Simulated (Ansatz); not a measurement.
Compare A (`[SiH3][SiH]1BC1`) with its isomer B (`B1[SiH2]C[SiH2]1`).

Isolated molecules relaxed with PBE0-D4/def2-TZVP in Ansatz; ΔE leaves out vibrations. CCSD(T)/CBS adds triple-zeta CCSD(T) − MP2 to the extrapolated MP2 energy (def2 sets, frozen cores). DFT in def2-TZVPP. B3LYP here is the variant with VWN-RPA as its local correlation; programs differ in this.

A:

Z-matrix (Å, degrees):
```
Si
Si 1 2.321
H 1 1.488 2 108.0
H 1 1.487 2 110.4 3 -119.4
H 1 1.488 2 111.7 3 119.8
B 2 1.916 1 128.4 3 6.7
C 2 2.036 1 104.4 3 -35.4
H 2 1.491 1 113.4 3 -170.9
H 6 1.187 2 138.7 1 154.4
H 7 1.091 2 90.4 1 4.0
H 7 1.089 2 136.2 1 -117.7
```

B:

```xyz
11

B    -0.578   -0.161   -1.482
Si   -1.299   -0.016    0.408
C     0.426    0.523    0.996
Si    1.221   -0.245   -0.550
H    -0.996   -0.106   -2.595
H    -1.590   -1.399    0.892
H    -2.447    0.860    0.784
H     0.769    0.198    1.977
H     0.506    1.614    0.944
H     2.450    0.415   -1.077
H     1.537   -1.683   -0.297
```

Q: Which is lower in electronic energy at CCSD(T)/CBS, and by how much? (Best estimate.)

A: Computed: B, by 11.7 kcal/mol.

Q: Give E(B) − E(A) in kcal/mol with ωB97M-V, B3LYP-D4, PBE-D4, PBE0-D4, B3LYP, B2PLYP, CCSD/def2-TZVPP. (Best estimate.)

A: Ansatz gave: ωB97M-V -11.6, B3LYP-D4 -9.9, PBE-D4 -7.7, PBE0-D4 -10.6, B3LYP -9.0, B2PLYP -10.1, CCSD/def2-TZVPP -12.9. None reverses the order clearly.

Q: Does the order hold for the free energy at 298.15 K (harmonic terms from PBE0-D4)? (Estimate.)

A: Ansatz gave: Yes: G(B) − G(A) = -10.6 kcal/mol.

Largest T1 diagnostic: 0.014.

The D4 term adds −0.9 kcal/mol with B3LYP and −0.4 kcal/mol with PBE0; it sums over pairs of atoms, weighted by their polarisabilities, and B3LYP, whose exchange is more repulsive, gets the larger term. At CCSD(T), def2-SVP lies +2.2 kcal/mol from the extrapolated value and def2-TZVPP +0.3 kcal/mol.
